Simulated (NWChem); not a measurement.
System: C3H2F2; SMILES C(=C=CF)F

Computed with NWChem. The geometry was optimised at PBE0/def2-SVP. Level: PBE0/def2-SVP with SMD (1 M gas to 1 M solution), gas-phase geometry.

```json
[
 {"solvent": "water", "dielectric constant": "78.4", "solvation free energy (kcal/mol)": "1.0", "cavity-dispersion-structure term (kcal/mol)": "4.7", "dipole in solution (D)": "2.00"},
 {"solvent": "methanol", "dielectric constant": "32.6", "solvation free energy (kcal/mol)": "-1.7", "cavity-dispersion-structure term (kcal/mol)": "1.9", "dipole in solution (D)": "1.99"},
 {"solvent": "diethyl ether", "dielectric constant": "4.24", "solvation free energy (kcal/mol)": "-2.2", "cavity-dispersion-structure term (kcal/mol)": "0.6", "dipole in solution (D)": "1.90"},
 {"solvent": "acetonitrile", "dielectric constant": "35.7", "solvation free energy (kcal/mol)": "-2.3", "cavity-dispersion-structure term (kcal/mol)": "___", "dipole in solution (D)": "1.99"}
]
```

Question: Fill in the missing entries.

Answer: 
- acetonitrile, cavity-dispersion-structure term (kcal/mol): 1.4
